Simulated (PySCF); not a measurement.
**A thermochemical cycle for RbBe**

r²SCAN in PySCF with def2-TZVP on every atom (core potentials on Rb), for the lowest determinant that a PBE0 search found; no spin–orbit coupling. RbBe, a doublet (σ ↑), has De = 0.33 eV to neutral atoms, and RbBe⁺, a singlet (closed shell), has De = 0.18 eV to Rb⁺ + Be.

The adiabatic ionisation energy of RbBe, between the minima, is 4.23 eV.

Which ionisation energy of the Rb atom does this level give?

IE(Rb) = IE(molecule) + De(ion) − De(neutral) = 4.23 + 0.18 − 0.33 = 4.08 eV; the measured value is 4.177 eV (NIST ASD).

Closed-shell solutions of metal pairs were not tested for spin polarisation, which can lower them a little. Weak bonds: RbBe, RbBe⁺. Basis-set superposition, not corrected here, can be much of De in a small basis, most of all at correlated wavefunction levels. For an ion De counts to the pair picked by the measured ionisation energies or electron affinities, which need not be the lowest pair at this level. States were picked by a PBE0 search and need not be the measured ground states.
